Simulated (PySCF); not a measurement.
C2H4F2OSi, SMILES C([Si@@H](F)CF)=O.

Geometry optimised at B3LYP-D3(BJ)/def2-SVP. The structure was generated by enumeration; whether it is a known compound was not checked. One conformer was computed; it need not be the lowest.

Computed with SMD-M06-2X/def2-SVP in PySCF.

Solvation free energies are E(SMD) − E(gas) at the gas-phase geometry, for 1 M in both phases. In vacuum the dipole moment is 1.14 D.

Rank water, 1-octanol, chlorobenzene by solvation free energy, most negative first.

chlorobenzene (-4.2 kcal/mol), 1-octanol (-3.6 kcal/mol), water (-2.2 kcal/mol)
